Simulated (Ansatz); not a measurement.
```xyz
12

C    -0.181    1.454   -1.208
C    -0.527    0.376   -0.504
O    -1.748    0.197    0.069
Si    0.658   -1.047   -0.190
P     1.100   -1.388    1.992
H    -0.867    2.281   -1.377
H     0.808    1.533   -1.639
H    -2.307    0.960   -0.119
H     0.079   -2.308   -0.724
H     1.925   -0.736   -0.899
H     1.332   -0.009    2.246
H    -0.273   -1.313    2.352
```

The species carries charge 0 and has multiplicity 1.

Task: List the CAM-B3LYP/def2-TZVPP orbital energies in eV (Ansatz). (Estimate.)

Result: The calculation gave: Occupied: -2098.54, -1801.09, -523.45, -280.36, -278.68, -179.85, -145.67, -129.83, -129.80, -129.73, -101.00, -100.99, -100.98, -31.29, -22.84, -19.87, -18.89, -16.36, -15.51, -14.30, -13.04, -12.51, -12.21, -11.11, -10.96, -10.39, -8.92, -8.27. Lowest empty: 0.89, 1.47, 1.71, 1.78, 2.04, 2.25, 2.86, 3.42.
